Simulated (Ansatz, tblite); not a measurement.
Cost and result up the ladder for Cd(NH2)2 (CdN2H4) (7 atoms). Charge 0, multiplicity 1. Geometry: r2SCAN-D4/def2-TZVP.

```xyz
7

Cd    0.039   -0.061    0.025
N     1.510    0.160   -1.325
H     1.229    0.762   -2.094
H     2.335    0.593   -0.918
N    -1.297   -0.487    1.464
H    -1.898   -1.264    1.202
H    -1.918    0.297    1.646
```

Ansatz on 4 threads of Arm Neoverse V1 on a shared host; xTB runs through tblite on one thread. Times are rough, summed over both states, and most runs start from the orbitals of an earlier one. PBE0-D4/def2-TZVP serves as the yardstick here, not as an exact answer. The other state is a doublet.

In the def2 sets Cd takes a core potential; there is no spin–orbit coupling. The xTB rows come from tblite.

Raw xTB energies of ions are shifted by several eV.

```tsv
level	functions	vertical IE (eV)	difference from PBE0-D4/def2-TZVP (eV)
GFN2-xTB	16	13.27	4.59
PBE0-D4/def2-TZVP	126	8.68	0.00
GFN1-xTB	20	12.69	4.01
r2SCAN-D4/def2-TZVP	126	8.47	-0.21
PBE-D4/def2-TZVP (with forces)	126	8.45	-0.22
```

**Question.** Estimate how long each takes.

**Answer.** GFN2-xTB 0.004 s; GFN1-xTB 0.005 s; PBE-D4/def2-TZVP (with forces) 2.6 s; r2SCAN-D4/def2-TZVP 5.4 s; PBE0-D4/def2-TZVP 7.4 s. On shared hardware such times vary by a factor of up to 3.
